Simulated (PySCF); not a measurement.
Static polarisabilities and like-pair C6 coefficients by linear response at CAM-B3LYP/def2-SVPD (PySCF, frozen core in the response, non-relativistic, gas phase), PBE0-D3(BJ)/def2-SVP geometries, one conformer each; atomic units unless stated. Spin–orbit coupling is left out although an atom past zinc is present.

| label | species | α | C6 |
| --- | --- | --- | --- |
| P | `CN1C=CC(F)=C1` | 65.1 | 1775 |
| Q | `FC(F)(F)[C](F)(F)[GeH3]` | 59.7 | 1637 |
| R | `C=CC1=CC=C(S)C=C1` | 123.9 | 4939 |
| S | `F[C@@]1([C@H](F)OCOC1)Cl` | 67.7 | 2296 |
| T | `C=CSc1ccccc1` | 112.3 | 4541 |

Task: Estimate the unlike-pair coefficients by the rule C6(AB) = 2·C6(AA)·C6(BB) / [C6(AA)·αB/αA + C6(BB)·αA/αB], and compare with the geometric mean, for PQ, PR, PS, PT, QR, QS, RS and RT.

Result: 
```tsv
pair	combination rule	geometric mean	ratio
PQ	1703	1705	0.999
PR	2936	2961	0.992
PS	2011	2019	0.996
PT	2832	2840	0.997
QR	2799	2844	0.984
QS	1937	1939	0.999
RS	3287	3368	0.976
RT	4729	4736	0.998
```

The rule is exact for one-pole polarisabilities and never exceeds the geometric mean; the two meet where both partners have the same effective excitation energy. These unlike-pair values are estimates, not computed integrals.
